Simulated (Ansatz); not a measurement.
One change: `[F][Zr]([SH])([Cl])[Cl]` becomes `[NH2][Zr]([F])([Cl])[Cl]`.

Ansatz, PBE0-D4/def2-TZVP geometries, multiplicity 1. Each molecule was computed in one conformer, which needn't be the lowest.

Elements past krypton have def2 core potentials.

```csv
property,`[F][Zr]([SH])([Cl])[Cl]`
HOMO energy (PBE0/def2-TZVPP) / eV,-8.28
HOMO–LUMO gap (PBE/def2-TZVPP) / eV,3.84
LUMO energy (PBE0/def2-TZVPP) / eV,-2.42
HOMO–LUMO gap (PBE0/def2-TZVPP) / eV,5.86
size of the dipole moment (PBE/def2-TZVPP) / D,0.99
"ideal-gas entropy at 298 K and 1 bar (rigid rotor, harmonic PBE0-D4/def2-TZVP) / J/(mol·K)",403
```

**Question.** What does the change do to each property? (Best estimate.)

**Answer.** Ansatz gave: 
| property | `[NH2][Zr]([F])([Cl])[Cl]` | shift |
| --- | --- | --- |
| HOMO energy (PBE0/def2-TZVPP) / eV | -8.36 | -0.08 |
| HOMO–LUMO gap (PBE/def2-TZVPP) / eV | 4.30 | 0.46 |
| LUMO energy (PBE0/def2-TZVPP) / eV | -1.81 | 0.61 |
| HOMO–LUMO gap (PBE0/def2-TZVPP) / eV | 6.55 | 0.69 |
| size of the dipole moment (PBE/def2-TZVPP) / D | 2.87 | 1.88 |
| ideal-gas entropy at 298 K and 1 bar (rigid rotor, harmonic PBE0-D4/def2-TZVP) / J/(mol·K) | 386 | -17 |

With PBE0 the HOMO falls by 0.08 eV and the LUMO rises by 0.61 eV, so the gap widens by about 0.69 eV. PBE moves the HOMO by 0.10 eV and ωB97M-V by -0.24 eV. The zero-point energy changes by 41.6 kJ/mol with +3 modes. Dipoles are sizes alone; their direction can turn. Modes under 60 cm⁻¹, often nearly free rotors, make the harmonic entropy too high.
